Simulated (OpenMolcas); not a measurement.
Ions of charge +2 along the 3d row on the Ga site of K2NaGaF6

```json
{"Program": "OpenMolcas 26.06", "Method": "SS-CASPT2, IPEA 0.25 Eh, imaginary shift 0.1 Eh", "Spin-orbit coupling": "state interaction with AMFI integrals over the reference wave functions"}
```

The d shell is active; CASPT2 correlates the ligand valence shells and the outer metal core. Each dopant is a cluster with its nearest anions in model potentials and point charges, with no relaxation and no local charge compensation. Distances were set from a Shannon-type radius of the metal (high-spin where two are listed) plus a fixed donor radius (F 1.31 Å), in hosts weighted 0.65 to 0.35 with the host's distance in the model lattice. Ligand basis ANO-RCC-VDZP, DKH2 Hamiltonian. States (labels of O, the rotations of Oh). Energies in cm-1 above the lowest state or level, χT in cm3 K/mol; under a threefold ground state the first gap can be a small split of the lowest multiplet, not the spin-orbit step; 10Dq and B are least-squares fits to the states below 45000 cm-1, weighted by degeneracy, with a free offset, and given where the rms deviation is under 5 % of |10Dq| (or 100 cm-1) and under 700 cm-1. Spin-only χT is S(S+1) / 2 for the spin of the ground state.

| Ion | Shell | R (Å) | Metal basis | Ground state | First state of that spin | 10Dq | B (rms of fit) | First gap with spin-orbit (degeneracies) | χT at 300 K | First state of another spin | Spin-only χT |
| --- | --- | --- | --- | --- | --- | --- | --- | --- | --- | --- | --- |
| V2+ | 3d3 | 2.043 | ANO-RCC-VTZP | 4A2 | 4T2 13580 | 13911 | 739 (619) | 13020 (4, 4) | 1.859 | 2E 13090 | 1.875 |
| Co2+ | 3d7 | 2.014 | ANO-RCC-VTZP | 4T1 | 4T2 8620 |  |  | 370 (2, 4) | 3.501 | 2E 11520 | 1.875 |
| Ni2+ | 3d8 | 1.978 | ANO-RCC-VTZP | 3A2 | 3T2 9580 |  |  | 9250 (3, 2) | 1.317 | 1E 14340 | 1.000 |
| Cu2+ | 3d9 | 2.004 | ANO-RCC-VTZP | 2E | 2T2 8170 | 8171 |  | 7480 (4, 2) | 0.553 |  | 0.375 |

Every ion keeps the highest spin of its shell. χT departs most from the spin-only value for Co2+, by +1.626 cm3 K/mol.

Roots that are degenerate in the reference are averaged as groups; the widest CASPT2 spread within a group is 240 cm-1 (the 3-fold group of multiplicity 4 near 19900 cm-1 above the lowest state of its run, V2+). Shifts and gaps below about the spread of the groups concerned are not significant. Over all roots computed the reference weight is 0.73 to 0.74 in V2+, 0.72 to 0.74 in Co2+, 0.72 to 0.73 in Ni2+, 0.73 in Cu2+; a low but even weight reflects the number of correlated electrons. Ligand-to-metal charge-transfer states are missing. Free-ion shares, where given, are those of the reference states; single-state CASPT2 does not remix them. With no ligand orbital active B as a rule stays too high, so bands that hang on it stand too high and its fall with covalency is understated (holds for V2+). With one d shell and no ligand orbital active, 10Dq can be off by tens of per cent for divalent 3d ions, low with halides held by bare charges and at times high in hosts (holds for V2+; Co2+). An orbital triplet at a regular site is open to Jahn-Teller coupling, which can distort the site and quench the lowest spin-orbit gaps and is left out (holds for Co2+). A single d shell leaves out the double-shell effect, which counts most for late 3d ions, where the CASPT2 field can be off either way by tens of per cent (holds for Co2+; Ni2+; Cu2+). These CASPT2 states fit no ligand-field parameters well, so their order and spin gaps are uncertain (holds for Co2+; Ni2+). For late 3d ions with one d shell CASPT2 can put B and the spin-flip bands somewhat low as well as high (holds for Co2+; Ni2+). With one d shell and no ligand orbital active, 10Dq can be off by tens of per cent for divalent 3d ions, low with halides held by bare charges and at times high in hosts, and the orbital part of g and χT goes as 1/10Dq (holds for Ni2+; Cu2+). An orbital doublet at a regular site is open to a Jahn-Teller distortion, which this geometry leaves out (holds for Cu2+). No measured value stands beside these numbers; the geometry was set by hand and not optimised.
